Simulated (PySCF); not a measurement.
HIrO, SMILES [OH][Ir] (connectivity only; charge and spin as stated), neutral, multiplicity 3.

Coordinates come from a PBE-D3(BJ)/def2-TZVPD optimisation. The spin state was assumed, not searched. The def2 effective core potentials stand for the cores of Ir; spin–orbit coupling is left out.

Two levels are set side by side: PBE/def2-TZVPD (PySCF) and ωB97X/def2-TZVPD (PySCF). Same geometry, gas phase. Differences are taken from unrounded values.

| quantity | ωB97X | PBE | PBE minus ωB97X |
|---|---|---|---|
| α-spin orbital gap (eV) | 8.57 | 2.19 | -6.38 |
| β-spin orbital gap (eV) | 7.77 | 0.55 | -7.22 |
| dipole moment (D) | 2.15 | 1.42 | -0.74 |
| mean polarisability (bohr³) | 49.5 | 50.4 | 0.9 |

Rough cost on one machine, each run with all the roots and properties that it gave: ωB97X against PBE about 3 times.
